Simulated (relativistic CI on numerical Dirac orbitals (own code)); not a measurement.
**Os31+: q coefficients and field-shift factors**

These numbers are calculated, not measured: Dirac-Coulomb-Breit CI, separate exchange-only KLI orbitals for each configuration, derivatives by finite differences, unscaled Slater integrals, QED left out (own radial code, finite nucleus).

CI space (outside the closed core [Ar] 3d10): 4s²4p⁶4d⁹, 4s²4p⁵4d¹⁰, 4s²4p⁶4d⁸4f, 4s4p⁶4d¹⁰, 4s²4p⁵4d⁹4f, 4s4p⁶4d⁹4f, 4s²4p⁶4d⁸5s, 4s²4p⁶4d⁸5p. Levels of other configurations are missing.

With x = (α/α₀)² − 1 an excitation energy changes as ω = ω₀ + qx; K = 2q/ω₀ is the relative enhancement. Terms are leading LS components, so labels can repeat. The field-shift factor is F = δν/δ⟨r²⟩ for the transition from the lowest level.

Lowest level 4s²4p⁶4d⁹ ²D5/2.

```csv
Level,ω₀ (cm⁻¹),q (cm⁻¹),F (GHz/fm²)
4s²4p⁶4d⁹ ²D3/2,154616,156800,4.62
4s²4p⁵4d¹⁰ ²P°3/2,1545034,174100,15.3
4s²4p⁶4d⁸4f ⁴F°5/2,1619772,2123,23.1
4s²4p⁶4d⁸4f ⁴F°7/2,1627883,10290,23.5
4s²4p⁶4d⁸4f ⁴D°3/2,1637825,13180,23
4s²4p⁶4d⁸4f ⁴F°9/2,1652444,19290,24
4s²4p⁶4d⁸4f ²F°5/2,1653610,12860,23.4
4s²4p⁶4d⁸4f ⁴I°13/2,1656638,370.9,23.6
4s²4p⁶4d⁸4f ⁴H°11/2,1669471,7368,23.7
4s²4p⁶4d⁸4f ²P°1/2,1675203,39890,24.4
4s²4p⁶4d⁸4f ⁴I°15/2,1675984,33600,25
4s²4p⁶4d⁸4f ⁴D°7/2,1678244,21880,23.6
4s²4p⁶4d⁸4f ²G°9/2,1686211,25700,24.6
```

At this charge energies of transitions that change n are usually good to better than 1 %, and those within a shell (Δn = 0) to a few per cent.

Which transition from the lowest level has the largest |K|?

4s²4p⁶4d⁹ ²D3/2 at 154616 cm⁻¹, K = 2.03.
